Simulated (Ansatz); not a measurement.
Consider the formal exchange of groups at the Si–Si bond: `BCS[SiH2][SiH3]` + `CN1COC1F` → `FC1OCN1[SiH3]` + `BCS[SiH2]C`.

Computed with Ansatz on PBE0-D4/def2-TZVP structures; ΔE is electronic, products minus reactants. CCSD(T)/CBS adds triple-zeta CCSD(T) − MP2 to the extrapolated MP2 energy (def2 sets, frozen cores). Functionals use def2-TZVPP. B3LYP here is the variant with VWN-RPA as its local correlation; programs differ in this. One conformer a species, not always the lowest.

```
             level  ΔE (kJ/mol)  difference from CCSD(T)/CBS
            PBE-D4        -88.2                         19.7
         r2SCAN-D4       -103.0                          4.9
           PBE0-D4        -94.5                         13.4
          B3LYP-D4       -105.5                          2.4
           ωB97X-V       -103.2                          4.7
           ωB97M-V       -112.4                         -4.5
            B2PLYP       -110.6                         -2.7
               PBE        -88.4                         19.5
            r2SCAN       -103.1                          4.8
              PBE0        -94.7                         13.2
             B3LYP       -105.9                          2.0
     HF/def2-TZVPP       -118.2                        -10.3
    MP2/def2-TZVPP       -117.6                         -9.7
SCS-MP2/def2-TZVPP       -116.1                         -8.2
   CCSD/def2-TZVPP       -108.3                         -0.4
CCSD(T)/def2-TZVPP       -106.1                          1.8
     HF/def2-QZVPP       -119.7                        -11.8
    MP2/def2-QZVPP       -119.2                        -11.3
SCS-MP2/def2-QZVPP       -117.7                         -9.8
      HF/CBS(def2)       -120.0                        -12.1
     MP2/CBS(def2)       -119.4                        -11.5
    CCSD/CBS(def2)       -110.1                         -2.2
       CCSD(T)/CBS       -107.9                            0
```

Largest T1 diagnostic among the species: 0.012.

From PBE to PBE0 (25 % exact exchange), in def2-TZVPP and without D4, ΔE moves by −6.3 kJ/mol.

CCSD(T)/CBS has its own doubt, a few kJ/mol and more with outer-core shells, so smaller differences from it don't rank the levels.
